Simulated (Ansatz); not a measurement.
Coupled-cluster diagnostics for MgSe2⁻ (the lowest doublet isomer of a short search), Ansatz.

Geometry of the doublet (PBE0-D4/def2-TZVPD):

| atom | x (Å) | y (Å) | z (Å) |
| --- | --- | --- | --- |
| Mg1 | 0.000 | 0.003 | -0.001 |
| Se2 | -1.878 | 0.049 | 1.462 |
| Se3 | 1.878 | -0.052 | -1.461 |

Correlated methods freeze 19 core orbitals; core or outer-core shells of Mg, Se are correlated, in sets that lack core-valence functions. In CCSD on the charge -1 doublet the largest single amplitude is 0.22, so its Hartree–Fock determinant may place the open shell otherwise than the density functionals do. The structure comes from a short search, and lower isomers may exist.

Geometry of the charge -1 quartet (PBE0-D4/def2-TZVPD):

```xyz
3

Mg   -0.265   -0.671    0.652
Se   -1.539   -0.170   -1.526
Se    1.804    0.841    0.874
```

Problem. Estimate the CCSD(T) correlation energy, the shares of MP2 and (T), T1 and the reference's ⟨S²⟩ for: charge -1, doublet, own geometry in def2-SVPD; charge -1, quartet, own geometry in def2-SVPD; and the rough time on 4 threads of Arm Neoverse V1 on a shared host.

Solution. 
```json
{"state": "charge -1, doublet, own geometry", "basis": "def2-SVPD", "correlation (eV)": "-14.120", "MP2 share (%)": "95.3", "(T) share (%)": "3.2", "T1": "0.026", "⟨S²⟩ (pure)": "0.76 (0.75)", "wall time": "39 s"}
{"state": "charge -1, quartet, own geometry", "basis": "def2-SVPD", "correlation (eV)": "-13.186", "MP2 share (%)": "94.6", "(T) share (%)": "2.6", "T1": "0.010", "⟨S²⟩ (pure)": "3.77 (3.75)", "wall time": "14 s"}
```
Customary marks for T1 are 0.02 (closed shells), 0.045 (open shells) and about 0.05 (3d metals). T1 exceeds 0.02 in 1 of 2 rows and 0.045 in 0; the higher it lies, the less the single-reference result can be trusted.
